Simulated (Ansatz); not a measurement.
`O[SiH](O)/C=C\[SiH2]Cl` + `[NH2][GeH2][OH]` → `[OH][GeH2][NH][SiH](O)O` + `C=C[SiH2]Cl`  (ligand exchange at the Si–C bond)

Program: Ansatz. Geometries: PBE0-D4/def2-TZVP. ΔE: electronic, gas phase. CCSD(T)/CBS adds triple-zeta CCSD(T) − MP2 to the extrapolated MP2 energy (def2 sets, frozen cores). DFT in def2-TZVPP. B3LYP here is the variant with VWN-RPA as its local correlation; programs differ in this. For Ge outer-core shells are correlated without core-valence functions, which leaves a few kJ/mol of doubt a bond. Scalar relativity is left out up to krypton. One conformer a species, not always the lowest.

```
             level  ΔE (eV)
         r2SCAN-D4    -0.98
           ωB97X-V    -0.98
              PBE0    -0.94
             B3LYP    -0.99
SCS-MP2/def2-TZVPP    -1.03
CCSD(T)/def2-TZVPP    -1.02
     HF/def2-QZVPP    -1.09
    CCSD/CBS(def2)    -1.01
```

Q: What does CCSD(T)/CBS give? (Estimate.)

A: Ansatz gave: -1.00 eV. The listed levels differ from it by 0.02, 0.02, 0.06, 0.01, -0.03, -0.02, -0.09, -0.01 eV.

Largest T1 diagnostic among the species: 0.012.

From PBE to PBE0 (25 % exact exchange), in def2-TZVPP and without D4, ΔE moves by −0.04 eV. In def2-TZVPP, CCSD(T) changes the Hartree–Fock value by +0.07 eV (the triples alone add +0.01 eV) and MP2 by +0.06 eV.
